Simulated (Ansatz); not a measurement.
Program: Ansatz 0.2.0.

A structure relaxed at PBE0-D4/def2-TZVP, charge 0, multiplicity 1:

```csv
atom,x (Å),y (Å),z (Å)
C1,-0.696,1.496,0.733
C2,-0.344,0.052,0.503
O3,0.452,-0.010,-0.691
C4,0.872,-1.221,-1.054
F5,1.646,-1.803,-0.124
F6,-0.139,-2.074,-1.290
F7,1.580,-1.105,-2.166
H8,-1.305,1.585,1.635
H9,-1.264,1.896,-0.108
H10,0.204,2.099,0.863
H11,-1.240,-0.559,0.363
H12,0.234,-0.355,1.336
```

(1) Give its formula and SMILES.

(2) Point group (tolerance 0.08 Å, 0.16 Å for H)?

(3) Summarise the bond lengths by kind.

## Answers

(1) C3H5F3O, `CCOC(F)(F)F`.

(2) Cs.

(3) 1 × C–C 1.504 Å; 5 × C–H 1.091 to 1.093 Å; 2 × C–O 1.332 to 1.437 Å; 3 × C–F 1.323 to 1.343 Å.
